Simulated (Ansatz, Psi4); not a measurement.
Input for Psi4:
```
memory 2 GB

molecule {
0 1
La    0.03101627   -0.05651823   -0.13480663
F    -1.70864996   -0.89419144    0.33144867
F    -0.05107305    1.90142145   -0.45924858
F     1.56328666   -0.64928125    0.98157523
}

set {
  basis def2-svpd
  scf_type pk
  puream true
  d_convergence 1e-8
  dft_radial_points 99
  dft_spherical_points 590
}

energy('b3lyp5')
print_variables()
```

Task: Convert this to an input for Ansatz (a first-principles code).

Result: This is not unique; one that fits is 
Ansatz 0.2 input:
```yaml
crystal:
  periodic: [false, false, false]
  atoms:
    - {symbol: La, position_ang: [0.03101627, -0.05651823, -0.13480663]}
    - {symbol: F, position_ang: [-1.70864996, -0.89419144, 0.33144867]}
    - {symbol: F, position_ang: [-0.05107305, 1.90142145, -0.45924858]}
    - {symbol: F, position_ang: [1.56328666, -0.64928125, 0.98157523]}
basis:
  gaussian:
    orbitals: def2-SVPD
hamiltonian:
  xc: b3lyp5
accuracy: high
```

Both were run: Psi4 gave -330.985839 Eh and Ansatz -330.985819 Eh, 0.020 mEh apart.
